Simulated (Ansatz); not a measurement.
```yaml
crystal:
  periodic: [false, false, false]
  atoms:
    - {symbol: O, position_ang: [1.974353, 1.368338, -0.048836]}
    - {symbol: Ga, position_ang: [1.532575, -0.285512, 0.394469]}
    - {symbol: Cl, position_ang: [3.012833, -1.603159, 1.109971]}
    - {symbol: O, position_ang: [-0.127574, -0.873164, 0.254871]}
    - {symbol: Si, position_ang: [-1.568846, -0.268695, -0.223919]}
    - {symbol: H, position_ang: [1.227326, 1.885508, -0.362214]}
    - {symbol: H, position_ang: [-1.422319, 1.156489, -0.648284]}
    - {symbol: H, position_ang: [-2.088477, -1.051257, -1.373934]}
    - {symbol: H, position_ang: [-2.539862, -0.328538, 0.897885]}
basis:
  gaussian: {orbitals: pcseg-2}
total_charge: 1
magnetization: {spin_polarized: true, initial_magnetization: 1}
hamiltonian: {xc: {name: HF}}
correlation: {method: mp2, frozen_orbitals: {O: 0}}
scf: {lower_state_search: off}
output: {forces: true}
```

```sh
$ ansatz run in.yaml --threads 4 --pin off --events-out ev --progress --plain --max-ram 10444MiB
```

Shortened log:

```
Functional definition: HF
Error: "frozen_orbitals" has no count for Ga
```

In this input frozen orbitals are typed for one element alone, and the program wants a count for each. The program refused the input.
